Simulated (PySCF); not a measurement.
# Two-component Hartree-Fock for Tc³⁴⁺ (technetium, charge +34)

Start: [He] 2s2 2p5; 2p1/2 filled at m_j = -1/2, +1/2; 2p3/2 filled at m_j = -1/2, +1/2, +3/2. Calculated with PySCF 2.14 in an even-tempered Gaussian basis (17 s from 14 bohr⁻², ratio 2.4; 12 p from 18 bohr⁻², ratio 2.4; 5 d from 69 bohr⁻², ratio 2.6; 4 f from 100 bohr⁻², ratio 2.6): generalised Hartree-Fock with the X2C-1e Hamiltonian and a Gaussian nucleus; one run each with spin-orbit coupling (SO) switched off, then screened by Boettger's factors.

```tsv
spinor shell	electrons	ε, spin-free (eV)	ε, screened SO (eV)	weight of nominal j (screened SO)	rms radius, screened SO (bohr)
1s1/2	2	-23288.1	-23284.9	1.000	0.0393
2s1/2	2	-5013.6	-5012.7	1.000	0.157
2p1/2	2	-4727.1	-4811.7	0.996	0.136
2p3/2	3	-4727.1	-4686.7	0.997	0.140
```

```csv
quantity,spin-free,screened SO
E (hartree),-3241.50506,-3243.42843
M_J,3/2,3/2
⟨J²⟩,3.750,3.750
⟨L²⟩,2.000,2.002
⟨S²⟩,0.750,0.752
```

Each row is a mean over spinors that exchange with the open shell spreads, by up to 34.138 eV (2s1/2).

Breit and QED terms are absent; they matter most for the inner s and p1/2 levels.

Densities and radii are taken from the X2C orbitals without a picture-change correction, which distorts them close to the nucleus.

Without spin-orbit coupling the j labels of p, d and f shells carry no meaning; the spin-free column gives the mean over the occupied spinors of each nl shell.
